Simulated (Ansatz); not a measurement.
Basis sets compared for [Yb(NH3)6]3+ (YbN6H18³⁺). Total charge 3; doublet. Geometry PBE-D4/def2-SVP. Ansatz on 4 threads of Arm Neoverse V1 on a shared host; times are rough, and most runs start from earlier orbitals.

```xyz
25

Yb    0.0005   -0.0012    0.0008
N    -0.5012    0.8810    2.2539
H    -0.2338    0.2609    3.0413
H    -1.4992    1.0905    2.4434
H    -0.0235    1.7746    2.4820
N     0.5463   -0.8605   -2.2519
H     0.1629   -0.3061   -3.0410
H     0.1998   -1.8213   -2.4427
H     1.5580   -0.9241   -2.4743
N    -0.4634   -2.2401    0.9380
H     0.3128   -2.6736    1.4730
H    -0.6964   -2.9635    0.2298
H    -1.2634   -2.2859    1.5975
N     0.4255    2.2313   -0.9721
H     1.3282    2.3268   -1.4753
H     0.4525    3.0056   -0.2799
H    -0.2720    2.5587   -1.6674
N     2.3710   -0.3951    0.5750
H     2.5793   -0.3659    1.5915
H     3.0360    0.2968    0.1785
H     2.7680   -1.3060    0.2761
N    -2.3783    0.3836   -0.5437
H    -2.6201    0.2468   -1.5440
H    -2.7465    1.3311   -0.3362
H    -3.0430   -0.2443   -0.0523
```

In the def2 sets Yb takes a core potential; there is no spin–orbit coupling. With an open 4f shell the SCF may have ended on a state above the lowest. No other spin state of charge 3 was run.

| level | functions | energy (Eh) | HOMO (eV) | LUMO (eV) | wall time |
| --- | --- | --- | --- | --- | --- |
| PBE-D4/def2-SVP | 255 | -1497.4307 | -19.41 | -19.01 | 16 s |
| PBE0-D4/def2-SVP | 255 | -1497.1132 | -21.50 | -16.32 | 75 s |

Q: Estimate the rows for PBE-D4/def2-TZVP (with forces), PBE0-D4/def2-TZVP (with forces).

A: 
```tsv
level	functions	energy (Eh)	HOMO (eV)	LUMO (eV)	wall time
PBE-D4/def2-TZVP (with forces)	390	-1497.9014	-19.43	-19.01	30 s
PBE0-D4/def2-TZVP (with forces)	390	-1497.5690	-21.48	-16.06	8.5 min
```
